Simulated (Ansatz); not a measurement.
Computed with Ansatz on PBE0-D4/def2-TZVP structures; ΔE is electronic, products minus reactants. CCSD(T)/CBS is the MP2 limit (def2-TZVPP, def2-QZVPP) plus CCSD(T) − MP2 in def2-TZVPP, frozen cores. Functionals use def2-TZVPP. One conformer a species, not always the lowest.

`C[NH][Al]([OH])[SH]` + `[CH3][Al]([OH])[OH]` → `[CH3][Al]([OH])[SH]` + `C[NH][Al]([OH])[OH]`  (redistribution)

| level | ΔE (kcal/mol) |
| --- | --- |
| PBE0-D4 | 0.0 |
| SCS-MP2/def2-TZVPP | 0.0 |
| MP2/def2-QZVPP | 0.1 |
| SCS-MP2/def2-QZVPP | 0.0 |

Problem. What does CCSD(T)/CBS give? (An estimate is asked.)

Solution. Computed: 0.0 kcal/mol. The listed levels differ from it by 0.0, 0.0, 0.1, 0.0 kcal/mol.

Largest T1 diagnostic among the species: 0.012.
